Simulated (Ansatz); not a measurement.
System: P₂H (charge +1, singlet). It need not be the lowest isomer of its formula. SMILES: P#[PH+]
Geometry from a B3LYP-D3(BJ)/def2-TZVP (Ansatz, a program for electronic structure) optimisation:
```
P
H 1 1.4152
P 1 1.8717 2 180.00
```
Charge +1, spin multiplicity 1.

Property: vertical ionisation energy (to the doublet state of charge +2; each state is the SCF solution reached for its spin; the UHF <S^2> is 0.86 for the doublet (pure: 0.75); for the doublet T1 is 0.046; for the singlet the Hartree-Fock reference is unstable and T1 is 0.020), in eV. Correlated levels leave the core frozen unless marked. UHF or UKS for open shells. Spin-orbit coupling is left out. Non-relativistic. Basis-set limits of correlation are two-point, X^-3; Hartree-Fock from the larger set.

```json
[
 {"level": "PBE/def2-TZVPD", "program": "Ansatz", "vertical ionisation energy (eV)": "17.59"},
 {"level": "PBE0/def2-TZVPD", "program": "Ansatz", "vertical ionisation energy (eV)": "17.50"},
 {"level": "CAM-B3LYP/def2-TZVPD", "program": "Ansatz", "vertical ionisation energy (eV)": "17.43"},
 {"level": "wB97M-V/def2-TZVPD", "program": "Ansatz", "vertical ionisation energy (eV)": "17.39"},
 {"level": "wB97X-V/def2-TZVPD", "program": "Ansatz", "vertical ionisation energy (eV)": "17.43"}
]
```

**Question.** What does CCSD(T)/CBS(def2-TZVPPD,def2-QZVPPD) (Ansatz) give?

**Answer.** 17.77 eV
